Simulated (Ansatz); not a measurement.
A run for Ansatz (a program for electronic structure): R-B2PLYP/def2-TZVPP on C3H8O2 (SMILES COCOC).

Ansatz 0.2 input:
```yaml
crystal:
  periodic: [false, false, false]
  atoms:
    - {symbol: C, position_ang: [2.32710165, 0.03270058, -0.01142783]}
    - {symbol: O, position_ang: [1.18328999, -0.33071552, -0.75446855]}
    - {symbol: C, position_ang: [-0.00143983, 0.00741523, -0.10542020]}
    - {symbol: O, position_ang: [-1.03662030, -0.40423957, -0.94095951]}
    - {symbol: C, position_ang: [-2.30963537, -0.12041390, -0.40118297]}
    - {symbol: H, position_ang: [2.36975170, 1.11608820, 0.15920708]}
    - {symbol: H, position_ang: [2.35470992, -0.47574371, 0.96088013]}
    - {symbol: H, position_ang: [3.19457698, -0.26906934, -0.59439060]}
    - {symbol: H, position_ang: [-0.05210521, 1.09985978, 0.06691592]}
    - {symbol: H, position_ang: [-0.06688796, -0.50287541, 0.87490047]}
    - {symbol: H, position_ang: [-2.45095624, 0.95694679, -0.24631099]}
    - {symbol: H, position_ang: [-3.04609541, -0.47529897, -1.11889376]}
    - {symbol: H, position_ang: [-2.46568995, -0.63465413, 0.55582531]}
basis:
  gaussian:
    orbitals: def2-TZVPP
hamiltonian:
  xc: {name: B2PLYP}
magnetization: {spin_polarized: false}
correlation: {electrons: outside_noble_gas}
scf: {lower_state_search: off}
```

Output:

```
WARN ansatz: RAYON_NUM_THREADS=1 ignored (pool sized by the plan → 1); use --threads N
Functional definition: B2PLYP
these checks for a lower state are left out or cut short: stability, starts, cluster_reference, orbital_swaps, neighbouring_geometries, increment
integrals: 0.70 GiB planned
1600 factors; integrals over basis functions are off by at most 1.1e-3 eV
mean field: 1.35 GiB planned
mean field evaluation 1: about -7318.5557 eV, gradient 4.7e1 eV
mean field evaluation 2: about -7318.7323 eV, gradient 4.7e1 eV
mean field evaluation 4: about -7323.0068 eV, gradient 6.8e0 eV
mean field evaluation 8: about -7323.0866 eV, gradient 2.8e-1 eV
mean field evaluation 16: about -7323.0868 eV, gradient 1.7e-5 eV
mean field -7323.08675223 eV, -269.1184743779 hartree, gradient 3.4e-6 eV, S^2 0.000000; 0 other end points of the search recorded, 0 dependent functions left out
5 core orbitals not correlated
reference -7323.08693608 eV, -269.1184811343 hartree; 16, 16 occupied and 246, 246 virtual orbitals, 1600 factors
second order -32.62458545 eV of doubles, -0.00000000 eV of singles
Total energy: -7331.89557415 eV, -269.4421926127 hartree
Checks for a lower state left out: stability, starts, cluster_reference, orbital_swaps, neighbouring_geometries, increment
```

The run converged.

Cost: about 8 core-seconds (a rough figure).
